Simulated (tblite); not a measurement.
C8H12P (charge -1).
Structure used (GFN2-xTB), in Å, numbered top down from 1:
```
atom  x, y, z in Å
C1    -2.4118   -0.8483   -0.0229
C2    -1.2133   -0.6048   -0.9456
C3    -0.4747    0.6505   -0.5732
C4    -0.7876    1.8897   -1.0974
P5     0.1893    3.1814   -0.4543
C6     1.0233    2.0179    0.5390
C7     0.5644    0.7255    0.3749
C8     1.1591   -0.4478    1.1021
C9     2.2834   -1.1053    0.2957
H10   -2.9352   -1.7721   -0.2826
H11   -3.1108   -0.0175   -0.0993
H12   -2.0815   -0.9147    1.0123
H13   -0.5454   -1.4712   -0.8970
H14   -1.5765   -0.5247   -1.9766
H15   -1.5579    2.0596   -1.8392
H16    1.8179    2.2985    1.2189
H17    1.5681   -0.1111    2.0612
H18    0.3899   -1.1976    1.3151
H19    2.7150   -1.9546    0.8316
H20    3.0708   -0.3800    0.0996
H21    1.9045   -1.4563   -0.6627
```

Calculated harmonic vibrations of the isolated species, GFN2-xTB (tblite), most abundant isotopes, no scaling. Errors from tens to a few hundred cm⁻¹ against measured bands are possible. One conformer, not necessarily the lowest.

Harmonic wavenumbers (cm⁻¹): 68.3, 73.9, 125.3, 137.9, 186.4, 198.5, 280.3, 313.7, 338.0, 370.3, 470.4, 544.2, 582.3, 623.0, 721.7, 747.5, 753.0, 811.9, 814.9, 906.7, 917.5, 974.0, 1013.1, 1047.7, 1056.7, 1070.2, 1072.5, 1124.5, 1183.3, 1191.3, 1251.0, 1258.5, 1318.6, 1319.9, 1396.7, 1400.4, 1407.5, 1475.5, 1485.5, 1496.7, 1504.6, 1505.0, 1506.8, 1516.3, 1517.3, 2913.1, 2916.4, 2932.2, 2934.4, 2953.1, 2954.0, 3005.8, 3009.6, 3016.1, 3017.2, 3025.5, 3025.8.

A = 1618, B = 1224, C = 780.6 MHz; mass 139.068 u (most abundant isotopes); point group C2, symmetry number 2.

Q: Zero-point energy?

A: ½Σν̃ = 38391 cm⁻¹ = 109.77 kcal/mol.

Q: What is S at 400 K and 1 bar for an ideal gas of classical rigid rotors and harmonic oscillators?

A: Translation 42.19, rotation 29.22, vibration 38.96: S = 110.4 cal/(mol K).

Q: And Cp and H(400 K) − H(0)?

A: Cp = 50.32 cal/(mol K), of which vibrations give 42.37 (their classical limit is 57 R = 113.3); H(400 K) − H(0) = 11.52 kcal/mol without the zero-point energy, 8.34 from vibrations.

Q: What must be added to the electronic energy to get the Gibbs energy at 400 K and 1 bar?

A: ZPE + [H(400 K) − H(0)] − T·S = 109.77 + 11.52 − 44.15 = 77.14 kcal/mol.

Q: Blend soft modes into free rotors: weight 1/[1 + (100 cm⁻¹/ν̃)⁴] for the oscillator and the rest for a rotor with moment μB/(μ + B), μ = h/(8π²ν), B = 10⁻⁴⁴ kg m². What vibrational entropy results?

A: 36.68 cal/(mol K) in place of 38.96, which changes −T·S at 400 K by +0.91 kcal/mol.

Q: Which modes carry the vibrational entropy at 400 K?

A: 68.3 cm⁻¹: 4.78; 73.9 cm⁻¹: 4.63; 125.3 cm⁻¹: 3.59; 137.9 cm⁻¹: 3.40; 186.4 cm⁻¹: 2.82; 198.5 cm⁻¹: 2.70 cal/(mol K); the other 51 give 17.04 together.

Hindered rotation and anharmonicity are outside this model. Other conformers, if any are populated, would add a mixing term that is left out. The structure is chiral; the term R ln 2 for an equal mix with its mirror image is left out.
